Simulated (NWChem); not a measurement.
System: CH₃AlClFO; SMILES [Cl][Al]([O]C)[F]

```xyz
8

Al     0.2685    -0.1150     0.0000
F      1.9182     0.0191     0.0000
Cl    -0.5723    -2.0129     0.0000
O     -0.7246     1.2268     0.0000
C     -0.7202     2.6172     0.0000
H     -1.2471     3.0025     0.8897
H      0.2995     3.0420     0.0000
H     -1.2471     3.0025    -0.8897
```
Atoms are numbered in this order, from 1.

All runs: NWChem. Pople sets run with spherical d functions. Structure relaxed at the PBE0/def2-SVP level. B3LYP is NWChem's, with the RPA form of VWN correlation. Core excitations by TDA in a window of 1s orbitals, non-relativistic and unshifted: absolute energies depend strongly on the exact-exchange share.

| level | first 1s excitation (eV) | dipole oscillator strength of the first |
|---|---|---|
| F K edge, BHandHLYP/6-311G** | 683.2 | 0.0097 |
| Cl K edge, B3LYP/6-311G** | ? | ? |
| Cl K edge, PBE/6-311G** | 2738.2 | 0.0012 |

Problem. Fill in the missing entries.

Solution. 
- Cl K edge, B3LYP/6-311G**, first 1s excitation (eV): 2760.6
- Cl K edge, B3LYP/6-311G**, dipole oscillator strength of the first: 0.0016
